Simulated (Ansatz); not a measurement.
Two structures of SnNH₅O, singlet, reached by relaxing down either side of one saddle point (PBE0-D4/def2-TZVP). Energies are electronic, without zero-point energy. Computed with Ansatz 0.2.0 (basis: def2-TZVPP and def2-QZVPP); correlated methods freeze the cores. Filled d shells of the heavier atoms are correlated. Core potentials replace the inner electrons of the atoms past krypton. The def2 sets are not built for correlating such inner shells, so the correlated values are less sure here. Extrapolation: Hartree–Fock as exp(−7.88 √X), correlation as X^−2.97. First:

```
atom    x (Å)    y (Å)    z (Å)
 Sn1  -0.0465   0.4347   0.5747
  O2   1.7639  -0.3515   0.6439
  N3  -1.2056  -0.4412  -0.8257
  H4  -0.9668  -0.2058  -1.7796
  H5   0.0773   2.0831   0.1512
  H6  -0.6682   0.0680   2.1090
  H7   2.3048  -0.1387  -0.1194
  H8  -1.2590  -1.4487  -0.7540
```

Second:

```xyz
8
angstrom
Sn -0.5916 0.5338 0.6258
O 1.3945 -0.5545 -0.1726
N -1.2287 -0.2428 -1.0121
H 0.7445 -0.7575 -0.8934
H 0.1424 2.0757 0.5583
H -0.7286 0.0217 2.2579
H 2.1209 -0.0532 -0.5595
H -1.8535 -1.0233 -0.8045
```

Q: Which bonds change from the first to the second?

A: SnNH₅O ([NH2][SnH2][OH]) → SnNH₃ ([NH][SnH2]) + H₂O (still joined by a long Sn–O bond); bonds formed: O2–H4; bonds broken: N3–H4; bonds weakened to dative contacts: Sn1–O2.

Q: Give the saddle point's structure and its height above each. (An estimate is asked for; the value comes from the calculation.)

A: By the calculation: 51.02 kcal/mol above the first and 1.64 kcal/mol above the second (CCSD(T) at an estimated basis limit (MP2 extrapolated from triple and quadruple zeta, plus CCSD(T) − MP2 in triple zeta)).
```xyz
8
angstrom
Sn -0.5002 0.5313 0.6419
O 1.3164 -0.5387 -0.1675
N -1.0478 -0.3186 -1.0177
H 0.5205 -0.7220 -0.8515
H 0.1544 2.1099 0.5931
H -0.7200 0.0322 2.2679
H 2.0364 -0.0623 -0.5960
H -1.7595 -1.0320 -0.8702
```

T1 diagnostic: at most 0.021.

Labels in which every atom is bracketed show which atoms are joined, not bond orders.

For scale, one of the runs: CCSD(T)/def2-TZVPP, 182 basis functions, launched by `ansatz run in.yaml --threads 4 --pin off --events-out ev --progress --plain --max-ram 9574MiB`. Hardware: 4 CPU threads of an Arm Neoverse V2, shared host. Wall time 45 s; peak host memory 2.1 GiB.
